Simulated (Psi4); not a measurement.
hydrogen fluoride (hydrogen fluoride), singlet, geometry from GFN2-xTB; CCSD(T)/STO-3G (Psi4 1.11).

Psi4 was given this input:
```
memory 2 GB

molecule mol {
0 1
  F    -0.000000   -0.000000   -0.093252
  H     0.000000    0.000000    0.839265
}

set basis sto-3g
set reference rhf
set cc_type df
set mp2_type df
set scf_type df

energy('ccsd(t)')
print_variables()
```

The log (banner, timings and long lists left out):

```
    For method 'CCSD(T)', SCF Algorithm Type (re)set to DISK_DF.

   => Loading Basis Set <=

    Name: STO-3G
    Role: ORBITAL
    Keyword: BASIS

         ---------------------------------------------------------
                                   SCF
               by Justin Turney, Rob Parrish, Andy Simmonett
                          and Daniel G. A. Smith
                              RHF Reference
         ---------------------------------------------------------

  ==> Geometry <==

    Molecular point group: c2v
    Full point group: C_inf_v

    Geometry (in Angstrom), charge = 0, multiplicity = 1:

       Center              X                  Y                   Z               Mass
    ------------   -----------------  -----------------  -----------------  -----------------
         F            0.000000000000     0.000000000000    -0.046976069973    18.998403162730
         H            0.000000000000     0.000000000000     0.885540930027     1.007825032230

  Running in c2v symmetry.

  Rotational constants: A = ************  B =     20.25564  C =     20.25564 [cm^-1]
  Rotational constants: A = ************  B = 607248.79425  C = 607248.79425 [MHz]
  Nuclear repulsion =    5.107247263084749

  Charge       = 0
  Multiplicity = 1
  Electrons    = 10
  Nalpha       = 5
  Nbeta        = 5

  ==> Algorithm <==

  SCF Algorithm Type is DISK_DF.
  DIIS enabled.
  MOM disabled.
  Fractional occupation disabled.
  Guess Type is SAD.
  Energy threshold   = 1.00e-08
  Density threshold  = 1.00e-08
  Integral threshold = 1.00e-12

  ==> Primary Basis <==

  Basis Set: STO-3G
    Blend: STO-3G
    Number of shells: 4
    Number of basis functions: 6
    Number of Cartesian functions: 6
    Spherical Harmonics?: true
    Max angular momentum: 1

   => Loading Basis Set <=

    Name: (STO-3G AUX)
    Role: JKFIT
    Keyword: DF_BASIS_SCF

  ==> Integral Setup <==

  ==> DiskDFJK: Density-Fitted J/K Matrices <==

    J tasked:                  Yes
    K tasked:                  Yes
    wK tasked:                  No
    Integrals threads:           1
    Algorithm:                Core
    Integral Cache:           SAVE
    Schwarz Cutoff:          1E-12
    Fitting Condition:       1E-10

   => Auxiliary Basis Set <=

  Basis Set: (STO-3G AUX)
    Blend: DEF2-UNIVERSAL-JKFIT
    Number of shells: 31
    Number of basis functions: 95
    Number of Cartesian functions: 113
    Spherical Harmonics?: true
    Max angular momentum: 4

[...]
  @DF-RHF Final Energy:   -98.57222739091148
    Total Energy =                        -98.5722273909114790
[...]
    Keyword: DF_BASIS_SCF

   => Loading Basis Set <=

    Name: (STO-3G AUX)
    Role: RIFIT
    Keyword: DF_BASIS_CC

        *******************************************************
        *                                                     *
        *                       DF-CCSD                       *
        *                 Density-fitted CCSD                 *
        *                                                     *
        *                   Eugene DePrince                   *
        *                                                     *
        *******************************************************

Traceback (most recent call last):
  File "psi4", line 375, in <module>
  File "<string>", line 26, in <module>
  File "site-packages/psi4/driver/driver.py", line 533, in energy
  File "site-packages/psi4/driver/procrouting/proc.py", line 992, in select_ccsd_t_
  File "site-packages/psi4/driver/procrouting/proc.py", line 5609, in run_fnodfcc

RuntimeError:
Fatal Error: ndocc must be less than nvirt
The most recent 5 function calls were:

psi::PsiException::PsiException(std::__cxx11::basic_string<char, std::char_traits<char>, std::allocator<char> >, char const*, int)
psi::fnocc::DFFrozenNO::DFFrozenNO(std::shared_ptr<psi::Wavefunction>, psi::Options&)

Printing out the relevant lines from the Psithon --> Python processed input file:
    core.set_global_option("BASIS", "sto-3g")
    core.set_global_option("REFERENCE", "rhf")
    core.set_global_option("CC_TYPE", "df")
    core.set_global_option("MP2_TYPE", "df")
    core.set_global_option("SCF_TYPE", "df")
--> energy('ccsd(t)')
    print_variables()

!----------------------------------------------------------------------------------!
!                                                                                  !
! Fatal Error: ndocc must be less than nvirt                                       !
! The most recent 5 function calls were:                                           !
! psi::PsiException::PsiException(std::__cxx11::basic_string<char,                 !
!     std::char_traits<char>, std::allocator<char> >, char const*, int)            !
! psi::fnocc::DFFrozenNO::DFFrozenNO(std::shared_ptr<psi::Wavefunction>,           !
!     psi::Options&)                                                               !
!                                                                                  !
!----------------------------------------------------------------------------------!
```

The program stopped with an error.
